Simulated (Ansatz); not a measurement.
Correlation energies of C$_{3}$H$_{6}$O$_{2}$Si, SMILES `[SiH3]C1OC=CO1` by basis set

Cartesian coordinates in Å:
```
Si 0.992 1.195 -1.273
C -0.244 0.471 -0.018
O 0.425 0.050 1.169
C -0.289 -1.062 1.560
C -1.048 -1.493 0.564
O -0.881 -0.691 -0.544
H 2.004 0.163 -1.602
H 0.244 1.602 -2.489
H 1.637 2.385 -0.664
H -1.038 1.183 0.280
H -0.109 -1.452 2.547
H -1.692 -2.350 0.470
```

Charge 0, multiplicity 1. All single points use the PBE0-D4/def2-TZVP geometry. Frozen core, restricted reference, Ansatz. CBS rows extrapolate triple and quadruple zeta; past MP2 they add the triple-zeta difference.

```json
{"basis": "def2-SVP", "HF (Eh)": "?", "MP2 corr.": "?", "CCSD corr.": "-0.90462", "(T)": "-0.02966", "CCSD(T) total": "?"}
{"basis": "def2-TZVPP", "HF (Eh)": "-555.80634", "MP2 corr.": "-1.06610", "CCSD corr.": "?", "(T)": "-0.04827", "CCSD(T) total": "?"}
{"basis": "def2-QZVPP", "HF (Eh)": "-555.82754", "MP2 corr.": "-1.14363", "CCSD corr.": "–", "(T)": "–", "CCSD(T) total": "–"}
{"basis": "CBS(def2)", "HF (Eh)": "-555.83046", "MP2 corr.": "-1.20107", "CCSD corr.": "?", "(T)": "as TZ", "CCSD(T) total": "?"}
```

**Question.** Fill in the withheld values. (An estimate is asked.)

**Answer.** Ansatz gave: def2-SVP HF (Eh): -555.38808; def2-SVP MP2 corr.: -0.85262; def2-SVP CCSD(T) total: -556.32236; def2-TZVPP CCSD corr.: -1.10424; def2-TZVPP CCSD(T) total: -556.95885; CBS(def2) CCSD corr.: -1.23921; CBS(def2) CCSD(T) total: -557.11794.
